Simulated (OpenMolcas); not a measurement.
An atom or ion with 65 electrons was computed by MS-CASPT2, IPEA 0.25 Eh, imaginary shift 0.1 Eh with spin-orbit coupling (OpenMolcas, ANO-RCC-VQZP, DKH2). The lowest levels that the run gave, each within 12 % of the measured value where one is at hand:

| J | Parity | E (eV) | g |
| --- | --- | --- | --- |
| 15/2 | odd | 0.0000 | 1.327 |
| 13/2 | odd | 0.364 | 1.278 |
| 11/2 | odd | 0.620 | 1.206 |
| 9/2 | odd | 0.819 | 1.074 |
| 11/2 | odd | 0.824 | 1.445 |
| 7/2 | odd | 0.974 | 0.834 |
| 9/2 | odd | 0.975 | 1.424 |
| 5/2 | odd | 1.093 | 0.304 |
| 7/2 | odd | 1.169 | 1.386 |
| 5/2 | odd | 1.319 | 1.308 |
| 3/2 | odd | 1.406 | 1.070 |
| 1/2 | odd | 1.453 | -0.613 |

Which ion is it, and what are the configurations and terms?

Tb I (Z = 65, neutral; active space 9 electrons in 7 orbitals (4f)). J, parity and g give the terms where levels are pure, and mixed ones are named by the computed weights; the size of the splittings, set against known spectra of the 65-electron sequence, gives the charge. In order, with the measured energies in eV (NIST Handbook of Basic Atomic Spectroscopic Data): 4f⁹ 6s² ⁶H°_15/2, 4f⁹ 6s² ⁶H°_13/2 (0.3436), 4f⁹ 6s² ⁶H°_11/2 (0.5791), 4f⁹ 6s² ⁶H°_9/2 (0.7656), 4f⁹ 6s² ⁶F°_11/2, 4f⁹ 6s² ⁶H°_7/2, 4f⁹ 6s² ⁶F°_9/2, 4f⁹ 6s² ⁶H°_5/2, 4f⁹ 6s² ⁶F°_7/2, 4f⁹ 6s² ⁶F°_5/2, 4f⁹ 6s² ⁶F°_3/2, 4f⁹ 6s² ⁶F°_1/2.

CASPT2 breaks the degeneracy within a term, and the mean is taken; among the terms shown or strongly mixed into the levels shown the widest spread is 390 cm-1 (4f⁹ 6s² ⁶H°). Blocks of more than 70 roots (2S+1 = 4 odd, 2 odd) ran without multistate coupling. High states are left out of the spin-orbit mixing, which shifts the levels that they would mix with. With the s shell closed, the reference lacks s² → p² mixing. Measured partners are found by configuration, term and J. A level has none where our copy of the source lacks it or the pairing is in doubt (some pairs that miss far off the trend of their configuration count as doubtful), and it then counts in no deviation. Levels of configurations outside the active space are missing.

° marks odd parity.
